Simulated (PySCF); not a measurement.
## Calculated NMR parameters of ClC[SiH]1OCCCO1

```
Formula                               : C4H9ClO2Si
SMILES                                : ClC[SiH]1OCCCO1
InChI                                 : InChI=1S/C4H9ClO2Si/c5-4-8-6-2-1-3-7-8/h8H,1-4H2
Point group of the computed structure : C1
Degrees of unsaturation               : 1
Carbon signals                        : 3
Proton signals                        : 6
```

Atom-mapped SMILES (the numbers label the heavy atoms): `[Cl:1][CH2:2][SiH:3]1[O:4][CH2:5][CH2:6][CH2:7][O:8]1`. Each H is labelled by its parent atom. Ha(C5), Ha(C6), Ha(C7) are cis to C2 on the ring; Hb(C5), Hb(C6), Hb(C7) are trans to C2 on the ring.

Calculated, not measured (PySCF 2.14.0 with density-fitted response routines): σ from GIAO-PBE0/pcSseg-1, GFN2-xTB geometry. Isolated molecule, relativity neglected, a single conformation, one averaged value for each set of equivalent atoms.

Chemical shifts δ = σref − σ; 1H (31.72 ppm) and 13C (186.93 ppm) and 29Si (349.16 ppm) vs TMS; H2O for 17O (336.08 ppm), all at this level.

| carbon | δC, type | δH (multiplicity) | HMBC from (2–3 bonds) | span of the C tensor (ppm) |
| --- | --- | --- | --- | --- |
| C2 | 30.3, CH2 | 2.73 (d) | H(Si3) | 42 |
| C5/C7 | 67.1, CH2 | Ha(C5) 4.39 (m); Hb(C5) 4.21 (m) | H(Si3), Ha(C5)/Ha(C7), Hb(C5)/Hb(C7), Ha(C6), Hb(C6) | 55 |
| C6 | 36.0, CH2 | Hb(C6) 1.29 (m); Ha(C6) 2.19 (m) | Ha(C5)/Ha(C7), Hb(C5)/Hb(C7) | 21 |

Other nuclei:
| atoms | nucleus | environment | δ (ppm) | σ (ppm) |
| --- | --- | --- | --- | --- |
| H(Si3) | 1H | hydrogen on a silicon bonded to C, 2 O, in a 6-membered ring | 4.94 | 26.78 |
| Si3 | 29Si | silicon bonded to C, 2 O, H, in a 6-membered ring | -24.6 | 373.7 |
| O4/O8 | 17O | oxygen bonded to C, Si, in a 6-membered ring | 49.6 | 286.5 |

Carbon types of the structure: 4 × CH2, leaving 1 H on heteroatoms. δC 67.1: sp3 CH2 bonded to O; the inductive effect lowers its shielding. δC 36.0: sp3 CH2 in a ring; a saturated carbon with 2 carbon neighbours and no heteroatom attached. δC 30.3: sp3 CH2 bonded to Cl and Si; pulled downfield by the heteroatom. δH 4.39, 4.21: hydrogen on an sp3 CH2 bonded to O; its carbon carries O, hence the downfield position. δH 2.73: hydrogen on an sp3 CH2 bonded to Cl and Si; its carbon carries Cl, hence the downfield position.

Carbons that carry Cl, above all several Cl atoms, come out too deshielded, partly because spin–orbit coupling is missing. Shifts are as computed. Against solution values, carbons near 30 ppm lie about +3 ppm off and those near 130 ppm about +5 ppm; carbons on Cl a further +6 ppm. Of 1211 compounds with measured shifts, 218 miss one by over three times the rms of a fit or turn the order of signals round; such compounds aren't used in these exercises. Experimental scales use liquid or dissolved standards, which lie at an offset from isolated H2O (liquid H2O: subtract about 36 ppm). No couplings were computed; multiplicities are counted from neighbouring protons, with m where these are inequivalent, close in shift, in a saturated or five-membered ring or joined by F or P, and br s for small geminal =CH2 splittings.
